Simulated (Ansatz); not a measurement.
Constitutional and geometric isomers with formula C3H6Si. Isolated molecules, 0 K electronic values unless said otherwise. One relaxed conformer stands for each flexible species; it need not be the lowest. Strings in code marks are SMILES.

Quantity: vertical ionisation energy (energy after one electron is removed minus that of the parent at the parent's geometry), in eV. The restricted reference of `[SiH3]C1=CC1` is unstable towards unrestricted orbitals.

Case: `[SiH3]C1=CC1`. Geometry of `[SiH3]C1=CC1` (neutral, multiplicity 1, Å):

```xyz
10

Si    -1.6713    -0.0975     0.1259
C      0.1660    -0.0275     0.1640
C      1.3206    -0.1063     0.7733
C      1.4315     0.2034    -0.6789
H     -2.1050    -1.1532    -0.8404
H     -2.2187    -0.4056     1.4818
H     -2.2056     1.2185    -0.3420
H      1.8581    -0.2780     1.6999
H      1.6739     1.2230    -1.0029
H      1.7505    -0.5768    -1.3809
```

### Question
What is the computed vertical ionisation energy (energy after one electron is removed minus that of the parent at the parent's geometry) (frozen-core MP2/cc-pVTZ // PBE-D3(BJ)/def2-TZVP (Ansatz, an electronic-structure program))?

### Answer
9.97 eV.
